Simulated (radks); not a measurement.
The numbers below are computed, except where a source is named.
Charge is removed step by step from the 3s1/2 level of the bismuth ion Bi67+, starting from [Ne] 3s2 3p4. Code: a radial shooting solver on a logarithmic mesh with Libxc functionals. Model: Dirac Kohn-Sham, LDA (Slater exchange, Perdew-Wang correlation), spin-unpolarised, spherical densities, point nucleus; open shells are shared between the two j in proportion to 2j + 1.

[
 {"removed (e)": "0", "E - E(0) (eV)": "0.000", "eigenvalue (eV)": "-8651.7", "E minus straight line (eV)": "0.000"},
 {"removed (e)": "0.1", "E - E(0) (eV)": "865.89", "eigenvalue (eV)": "-8666.2", "E minus straight line (eV)": "-6.537"},
 {"removed (e)": "0.2", "E - E(0) (eV)": "1733.2", "eigenvalue (eV)": "-8680.7", "E minus straight line (eV)": "-11.622"},
 {"removed (e)": "0.3", "E - E(0) (eV)": "2602.0", "eigenvalue (eV)": "-8695.2", "E minus straight line (eV)": "-15.254"},
 {"removed (e)": "0.4", "E - E(0) (eV)": "3472.3", "eigenvalue (eV)": "-8709.8", "E minus straight line (eV)": "-17.434"},
 {"removed (e)": "0.5", "E - E(0) (eV)": "4344.0", "eigenvalue (eV)": "-8724.3", "E minus straight line (eV)": "-18.160"},
 {"removed (e)": "0.6", "E - E(0) (eV)": "5217.1", "eigenvalue (eV)": "-8738.8", "E minus straight line (eV)": "-17.434"},
 {"removed (e)": "0.7", "E - E(0) (eV)": "6091.7", "eigenvalue (eV)": "-8753.3", "E minus straight line (eV)": "-15.255"},
 {"removed (e)": "0.8", "E - E(0) (eV)": "6967.8", "eigenvalue (eV)": "-8767.9", "E minus straight line (eV)": "-11.623"},
 {"removed (e)": "0.9", "E - E(0) (eV)": "7845.3", "eigenvalue (eV)": "-8782.4", "E minus straight line (eV)": "-6.538"},
 {"removed (e)": "1", "E - E(0) (eV)": "8724.3", "eigenvalue (eV)": "-8796.9", "E minus straight line (eV)": "0.000"}
]

Removing the whole electron costs 8724.3 eV by Delta-SCF, against 8651.7 eV from minus the eigenvalue at the starting occupation. Slater's transition state (half an electron removed) gives 8724.3 eV. Integrating minus the eigenvalue over the occupation (Janak's theorem) gives 8724.3 eV. The mean slope of the eigenvalue, de/dn, is 145 eV per electron.
